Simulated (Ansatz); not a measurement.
A run for Ansatz (a first-principles code): R-PBE/def2-TZVPP on C3H4ClF (SMILES F[C@@H]1C[C@H]1Cl), atoms moved off the minimum.

Ansatz 0.2 input:
```yaml
crystal:
  periodic: [false, false, false]
  atoms:
    - {symbol: F, position_ang: [-0.83205662, 1.98294766, 0.58851640]}
    - {symbol: C, position_ang: [-0.62308919, 0.84449667, -0.12761199]}
    - {symbol: C, position_ang: [-1.34372769, -0.40519828, 0.17351031]}
    - {symbol: C, position_ang: [0.09077876, -0.21115299, 0.44244194]}
    - {symbol: Cl, position_ang: [1.31398520, -1.13878134, -0.51566592]}
    - {symbol: H, position_ang: [-0.44981405, 1.14814721, -1.20867977]}
    - {symbol: H, position_ang: [-1.96474556, -0.40679275, 1.01285044]}
    - {symbol: H, position_ang: [-1.61061240, -1.02810187, -0.66511244]}
    - {symbol: H, position_ang: [0.45429956, -0.14589721, 1.49411812]}
basis:
  gaussian:
    orbitals: def2-TZVPP
hamiltonian:
  xc: {name: PBE}
scf: {lower_state_search: off}
output: {forces: true}
```

The head of its log:

```
WARN ansatz: RAYON_NUM_THREADS=4 ignored (pool sized by the plan → 4); use --threads N
Functional definition: PBE
these checks for a lower state are left out or cut short: stability, starts, cluster_reference, orbital_swaps, neighbouring_geometries, increment
integrals: 0.14 GiB planned
1226 factors; their error is unknown
mean field: 1.05 GiB planned
mean field evaluation 1: about -18393.7571 eV, gradient 7.1e1 eV
mean field evaluation 2: about -18367.4072 eV, gradient 1.2e2 eV
```

Give the final energy of this run.

-676.3822 hartree.
